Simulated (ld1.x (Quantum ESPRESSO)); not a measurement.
# Reading a pseudo-wave (V (Z = 23))

Columns: radius, all-electron u(r) and pseudo u(r) of the 4p shell (level -1.72 eV) of vanadium in the configuration [Ar] 3d3 4s1.75 4p0.25; LDA (PZ), scalar-relativistic, RRKJ scheme, ld1.x (Quantum ESPRESSO) 7.5.

| r (bohr) | all-electron | pseudo |
| --- | --- | --- |
| 0.198 | 0.1041 | 0.0026 |
| 0.395 | -0.0484 | 0.0105 |
| 0.593 | -0.1694 | 0.0243 |
| 0.790 | -0.1873 | 0.0445 |
| 0.988 | -0.1360 | 0.0718 |
| 1.185 | -0.0531 | 0.1059 |
| 1.383 | 0.0389 | 0.1467 |
| 1.580 | 0.1271 | 0.1924 |
| 1.778 | 0.2069 | 0.2414 |
| 1.975 | 0.2754 | 0.2909 |
| 2.173 | 0.3331 | 0.3387 |
| 2.370 | 0.3799 | 0.3817 |
| 2.568 | 0.4173 | 0.4186 |
| 2.765 | 0.4459 | 0.4477 |
| 2.963 | 0.4669 | 0.4691 |
| 3.160 | 0.4810 | 0.4831 |
| 3.358 | 0.4894 | 0.4907 |
| 3.555 | 0.4927 | 0.4932 |
| 3.753 | 0.4919 | 0.4919 |
| 3.950 | 0.4874 | 0.4874 |
| 4.148 | 0.4799 | 0.4799 |
| 4.345 | 0.4701 | 0.4701 |
| 4.542 | 0.4583 | 0.4583 |
| 4.740 | 0.4449 | 0.4449 |
| 4.938 | 0.4303 | 0.4303 |
| 5.135 | 0.4149 | 0.4149 |

**Question.** How many radial nodes do the two functions have?

**Answer.** The all-electron 4p function has n − l − 1 = 2; the pseudo-wave has 0, since the states of the same l below it are removed with the core.

**Question.** At about which radius was the pseudo-wave matched?

**Answer.** 3.95 bohr, where the columns begin to agree (steps of 0.20 bohr).

**Question.** Is the pseudo-wave norm-conserving?

**Answer.** Yes: the RRKJ scheme keeps the norm inside the radius equal to the all-electron one, which fixes the energy derivative of the logarithmic derivative at the level.
